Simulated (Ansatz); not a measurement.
The cluster GaAs2⁻, relaxed as a singlet with RKS PBE-D4/def2-TZVPD in Ansatz, starting from the GFN1-xTB geometry. Force threshold 0.02 eV/Å.

The highest occupied level of the charge -1 singlet lies above zero (up to 0.45 eV). By energy differences its removal costs 2.00 eV (vertical, to the charge 0 doublet, at PBE-D4/def2-TZVPD); a positive level beside a positive removal energy at the same level points to self-interaction error. The structure comes from a short search, and lower isomers may exist.

Start:

Cartesian coordinates in Å:
```
Ga 0.040 -0.916 -0.077
As -0.625 0.301 -0.384
As 0.585 0.615 0.461
```

| step | energy (eV) | largest force component (eV/Å) | SCF passes |
| --- | --- | --- | --- |
| 1 | -173993.2778 | 120.901 | 20 |
| 2 | -174025.6001 | 36.501 | 32 |
| 3 | -174034.0697 | 12.861 | 28 |
| 4 | -174037.0804 | 2.039 | 28 |
| 5 | -174037.2956 | 0.294 | 31 |
| 6 | -174037.2964 | 0.320 | 24 |
| 7 (rejected) | -174037.2924 | 0.366 | 23 |
| 8 | -174037.3042 | 0.005 | 25 |

Force components are those of the run's own axes.

End:

```xyz
3

Ga    0.201   -1.533   -0.039
As   -1.044    0.659   -0.624
As    0.843    0.874    0.663
```

By distances, no bond broke or formed. The bond that changes most is Ga1–As2, from 1.42 to 2.59 Å (atoms count from 1).

No frequencies were taken in this run, so the end may be a saddle point.

Run time 9.5 s (4 threads of Arm Neoverse V2 on a shared host).
